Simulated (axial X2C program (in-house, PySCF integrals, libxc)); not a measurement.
Worked dissociation energy of MgBi: MP2, without spin–orbit coupling

Computed with an axial X2C code built on PySCF integrals. Spin-free means the one-electron spin-free X2C Hamiltonian. Basis: Bi dyall-cv3z [12s14p10d6f1g], Mg dyall-cv3z [9s8p6d3f] (cores contracted in-house); Gaussian nuclei, density fitting, unrestricted open shells. Masses: Bi 208.980 u, Mg 23.985 u.

Molecular state: M_S = 3/2, Λ = 0 (beyond evenly filled blocks: σα, π+α, π-α).

Correlated methods: 7 electrons correlated (number of frozen shells: Bi 5 s, 4 p, 3 d, 1 f; Mg 2 s, 1 p), 293 virtual spin orbitals or spinors in MP2.

```
E(Bi) (2M_S = 3, M_L = 0) : -21529.539188 hartree
E(Mg) (2M_S = 0, M_L = 0) : -199.945639 hartree
E(MgBi) at Re             : -21729.494156 hartree
ωe                        : 191.0 cm⁻¹
ωexe                      : 2.78 cm⁻¹
```

(1) Work out De and D0.

The state is a single determinant with fixed occupations, the lowest that a limited PBE0 search found. Dissociation energies refer to the lowest single-determinant-based atoms at the same level and basis. Other states lie close and PBE0, whose exact exchange favours high spin, may order them wrongly; the determinant shown need not be the ground state. The nearest other spin-free determinant of the search, M_S = 1/2, Λ = 0, lies 0.20 eV up at the distance of the search. The determinant is spin-polarised beyond a pure state at some levels (its spin-free form has ⟨S²⟩ too high), which makes Re and μ there less reliable. With the outer-core shells frozen, correlated bond lengths of heavy atoms tend to come out a few hundredths of an ångström too long.

The levels of this run spread widely (ωe from 158 to 199 cm⁻¹), so these constants depend on the method. The bond is weak, and without diffuse functions and with truncated virtuals even CCSD(T) can be tens of per cent off in De.

Each atomic determinant is the lowest at this level and need not be a pure term. Totals compare only within one Hamiltonian and basis.

## Answers

(1) De = -21529.539188 + (-199.945639) − (-21729.494156) = 0.00933 hartree = 0.254 eV. The zero-point energy is ωe/2 − ωexe/4 = 95 cm⁻¹ = 0.012 eV, so D0 = 0.242 eV.
